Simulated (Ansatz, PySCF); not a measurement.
Gas-phase reaction (SMILES): CC(C)C [2-methylpropane] + 2 C (CH4) → 3 CC (C2H6); bond separation energy.

Structures are relaxed separately at B3LYP-D3(BJ)/def2-TZVP in Ansatz (a first-principles code). Cores are frozen in the correlated levels unless marked. Spin-orbit coupling is left out. No relativistic terms. CBS(X,Y): correlation extrapolated as X^-3; Hartree-Fock from the larger set. [CCSD(T)-MP2]/basis is that difference in the basis named. Thermal terms are rigid-rotor harmonic-oscillator values from B3LYP-D3(BJ) frequencies (PySCF) at 298.15 K and 1 atm. 1 Eh = 627.5095 kcal/mol.

```csv
species,"E, RI-MP2/CBS(cc-pVTZ,cc-pVQZ)+[CCSD(T)-MP2]/cc-pVTZ (Ansatz) (Eh)","E, PBE0-D4/def2-TZVPD (Ansatz + dftd4) (Eh)",H - E (Eh),G - E (Eh)
CC(C)C,-158.24115,-158.31535,0.13782,0.10460
C (CH4),-40.46125,-40.47492,0.04840,0.02728
CC (C2H6),-79.71807,-79.75255,0.07887,0.05302
```

### Question
Work out ΔE and ΔH, ΔG, ΔS and the equilibrium constant at 298.15 K at the first level, then ΔH at the second.

### Answer

1. ΔE = [3×(-79.71807)] - [(-158.24115) + 2×(-40.46125)] = 0.00944 Eh = 5.9 kcal/mol at RI-MP2/CBS(cc-pVTZ,cc-pVQZ)+[CCSD(T)-MP2]/cc-pVTZ.
2. The terms H - E add up to 0.00199 Eh, so ΔH = (0.00944 + (0.00199))×627.5095 = 7.2 kcal/mol.
3. The terms G - E add up to -0.00010 Eh, so ΔG = 5.9 kcal/mol, and ΔS = (0.00199 - (-0.00010))×627509.5/298.15 = 4.4 cal/(mol K).
4. log10 K = -ΔG/(RT ln 10) = -4.3, with RT ln 10 = 1.3642 kcal/mol.
5. At PBE0-D4/def2-TZVPD the same steps give ΔE = 4.7 and ΔH = 6.0 kcal/mol, a shift of -1.2 from the first level.
6. Tabulated enthalpies of formation (CC(C)C -32.4 kcal/mol, ATcT 1.112; C (CH4) -17.8 kcal/mol, ATcT 1.112; CC (C2H6) -20.0 kcal/mol, ATcT 1.112) give ΔH = 8.0, so the errors are -0.8 and -2.0 kcal/mol; the tables hold anharmonic motion, scalar relativity, which both levels lack, and core correlation, which the frozen-core level lacks.
